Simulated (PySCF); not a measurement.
Radial density of Al²⁺ (aluminium, charge +2)

UHF, [Ne] 3s1, 2S determinant. Computed with PySCF 2.14 in def2-TZVP, with the non-relativistic Hamiltonian (point nucleus).

```json
{"r (bohr)": "0.00233", "4πr²ρ (e/bohr)": "0.08978", "4πr²(ρα − ρβ)": "0.0002"}
{"r (bohr)": "0.00392", "4πr²ρ (e/bohr)": "0.2448", "4πr²(ρα − ρβ)": "0.0006"}
{"r (bohr)": "0.00659", "4πr²ρ (e/bohr)": "0.6439", "4πr²(ρα − ρβ)": "0.0015"}
{"r (bohr)": "0.0111", "4πr²ρ (e/bohr)": "1.624", "4πr²(ρα − ρβ)": "0.0038"}
{"r (bohr)": "0.0186", "4πr²ρ (e/bohr)": "3.773", "4πr²(ρα − ρβ)": "0.0089"}
{"r (bohr)": "0.0314", "4πr²ρ (e/bohr)": "7.699", "4πr²(ρα − ρβ)": "0.0177"}
{"r (bohr)": "0.0528", "4πr²ρ (e/bohr)": "12.58", "4πr²(ρα − ρβ)": "0.0269"}
{"r (bohr)": "0.0887", "4πr²ρ (e/bohr)": "14.45", "4πr²(ρα − ρβ)": "0.0223"}
{"r (bohr)": "0.149", "4πr²ρ (e/bohr)": "10.51", "4πr²(ρα − ρβ)": "0.0009"}
{"r (bohr)": "0.251", "4πr²ρ (e/bohr)": "8.862", "4πr²(ρα − ρβ)": "0.0340"}
{"r (bohr)": "0.422", "4πr²ρ (e/bohr)": "12.65", "4πr²(ρα − ρβ)": "0.1032"}
{"r (bohr)": "0.710", "4πr²ρ (e/bohr)": "8.442", "4πr²(ρα − ρβ)": "0.0021"}
{"r (bohr)": "1.19", "4πr²ρ (e/bohr)": "1.713", "4πr²(ρα − ρβ)": "0.1983"}
{"r (bohr)": "2.01", "4πr²ρ (e/bohr)": "0.5762", "4πr²(ρα − ρβ)": "0.5373"}
{"r (bohr)": "3.38", "4πr²ρ (e/bohr)": "0.1593", "4πr²(ρα − ρβ)": "0.1593"}
{"r (bohr)": "5.69", "4πr²ρ (e/bohr)": "0.001579", "4πr²(ρα − ρβ)": "0.0016"}
```
